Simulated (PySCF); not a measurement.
Polarisability and C₆ of C⁻ (carbon, charge -1)

[He] 2s2 2p3, high-spin 4S determinant. All numbers are calculated (PySCF 2.14, no relativity, point nucleus, in def2-QZVPPD (8s4p4d2f1g, 63 functions)). Coupled (time-dependent) response in atomic units; α is the mean over directions.

```
method  mean α (bohr³)  C₆ (like pair)  S(−4)
   UHF           35.16           232.7  896.4
```

S(−4) is the Cauchy moment in α(ω) = α(0) + S(−4) ω² + …

α(iu) at UHF:

```csv
u (hartree),α(iu) (bohr³)
0,35.16
0.0500,33.14
0.100,28.79
0.200,20.51
0.300,14.81
0.500,8.463
0.750,4.913
1.00,3.200
1.50,1.663
2.00,1.015
3.00,0.4930
5.00,0.1929
```

A single London oscillator, α(iu) = α/(1 + u²/ω²), gives C₆ = (3/4) ω α². Matching the computed C₆ needs ω = 4 × 232.7 / (3 × 35.16²) = 0.251 hartree.

For an ion, C₆ is the dispersion term alone; charge-induced terms of lower order in 1/R come first.
